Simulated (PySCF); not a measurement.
Sr: interval between two levels

Sr [Kr] 5s2 → Sr [Kr] 5p2 [3P2, M_J = 2], as a difference of total energies. All numbers are calculated (PySCF 2.14, the two-component X2C-1e Hamiltonian, in x2c-SVPall-2c with one added diffuse shell each of s, d type (7s7p7d1f, 70 functions)). Correlated levels: [Ar] 3d10 frozen; the 6 highest virtual spinors dropped. "Screened" scales the spin-orbit matrix elements by Boettger's factors to mimic the two-electron term; Breit and QED terms are absent.

```csv
method,interval between two levels (cm⁻¹)
GHF (spin-free),33872
GMP2 (spin-free),37063
GHF (screened spin-orbit),34057
GMP2 (screened spin-orbit),37239
```

The spin-free rows relax to the high-spin LS determinant and lack the spin-orbit shift.

Errors of the correlated levels include the incompleteness of this basis and the frozen core.

The labels give the starting determinants; with spin-orbit coupling the two ends relaxed to ⟨J²⟩ = 0.00, ⟨L²⟩ = 0.00, ⟨S²⟩ = 0.00 and ⟨J²⟩ = 6.00, ⟨L²⟩ = 2.02, ⟨S²⟩ = 2.00.

For comparison: 35675 cm⁻¹ (measured; NIST Handbook of Basic Atomic Spectroscopic Data (Sansonetti and Martin, J. Phys. Chem. Ref. Data 34, 1559 (2005))).
